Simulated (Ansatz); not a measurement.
# Energy profile

The step: CH₃F ([CH3][F]) + GeH₃ → GeH₃F ([F][GeH3]) + CH₃; bonds formed: F1–Ge3; bonds broken: F1–C2 (atoms numbered as in the saddle structure below).

F1  (-0.087, 0.107, -0.213)
C2  (-0.672, 0.826, -1.638)
Ge3  (0.631, -0.776, 1.538)
H4  (-0.447, 1.871, -1.472)
H5  (-0.082, 0.333, -2.398)
H6  (-1.721, 0.561, -1.612)
H7  (2.148, -0.967, 1.379)
H8  (0.312, 0.172, 2.706)
H9  (-0.082, -2.127, 1.711)
(Å)

Electronic energies by CCSD(T) at an estimated basis limit (MP2 extrapolated from triple and quadruple zeta, plus CCSD(T) − MP2 in triple zeta), on PBE0-D4/def2-TZVP structures; CH$_{6}$FGe, doublet; no counterpoise correction; spin–orbit coupling, which lowers free halogen atoms and radicals such as OH and SH, is left out. Program: Ansatz 0.2.0. Basis: def2-TZVPP and def2-QZVPP. Cores are frozen in the correlated methods; orbitals are unrestricted. Filled d shells of the heavier atoms are correlated. The def2 sets are not built for correlating such inner shells, so the correlated values are less sure here. Extrapolation: Hartree–Fock as exp(−7.88 √X), correlation as X^−2.97.

Problem. Give the profile in kJ/mol, counted from the separated reactants. (To be estimated.)

Solution. The calculation gives:
```tsv
point	kJ/mol
separated: CH$_{3}$F (linked as [CH3][F]; F1, C2, H4, H5, H6; singlet) + GeH$_{3}$ (Ge3, H7, H8, H9; doublet)	0.0
start structure	-0.4
saddle	111.6
end structure	-70.6
separated: GeH$_{3}$F (linked as [F][GeH3]; F1, Ge3, H7, H8, H9; singlet) + CH$_{3}$ (C2, H4, H5, H6; doublet)	-63.9
```

T1 diagnostic: at most 0.017. ⟨S²⟩ of the unrestricted Hartree–Fock references: 0.75 to 0.82 (a pure state has 0.75). The unrestricted reference is spin-contaminated, which hurts MP2 most. The start structure is not quite a true minimum (one mode of 74i cm⁻¹).

Radical steps of this kind take place in plasma deposition and etching.

For scale, one of the runs: CCSD(T)/def2-TZVPP, 194 basis functions, launched by `ansatz run in.yaml --threads 8 --pin off --events-out ev --progress --plain --max-ram 19148MiB`. Time: 2.2 min of wall clock on 8 CPU threads of an Arm Neoverse V1; the host was shared. Peak host memory: 6.2 GiB.
